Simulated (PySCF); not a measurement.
An unknown shows these calculated signals:

$^{1}$H NMR (500 MHz, computed): δ 4.83 (m, 1H), 3.69 (s, 3H), 0.91 (m, 2H), 0.77 (m, 2H).

$^{13}$C{$^{1}$H} NMR (computed): δ 149.2 (C), 148.0 (C), 52.2 (CH3), 48.7 (CH), 8.1 (CH2).

Equivalent nuclei averaged, relativity neglected, single conformer, no solvent. KT3/pcSseg-1 with gauge-including orbitals; geometry: PBE0-D3(BJ)/def2-SVP; PySCF.

Scale: $^{1}$H (31.32 ppm), $^{13}$C (182.31 ppm) against TMS (reference shieldings calculated alike).

**Question.** Which of these does the molecule contain: an N-methyl group, an ester, a ketone, a benzene ring, a methoxy group, a three-membered ring?

**Answer.** 
- An N-methyl group: no.
- An ester: yes (δC 149.2).
- A ketone: no.
- A benzene ring: no.
- A methoxy group: yes (δC 52.2; δH 3.69 (s)).
- A three-membered ring: yes.

The data belong to `COC(=O)C(=O)OC1CC1`, C₆H₈O₄; they needn't prove each group on their own.

Carbon signals by region: 2 in the sp2 and nitrile region (100–160 ppm), 1 at 50–100 ppm, 2 below 50 ppm.

Shifts are as computed, not scaled to solution data. Of 1313 compounds with measured shifts, 239 miss one by over three times the rms of a fit or turn the order of signals round; such compounds aren't used in these exercises. Multiplicities follow the n + 1 count of equivalent neighbours, as no J values were calculated; m marks all less simple cases, F and P coupling included.
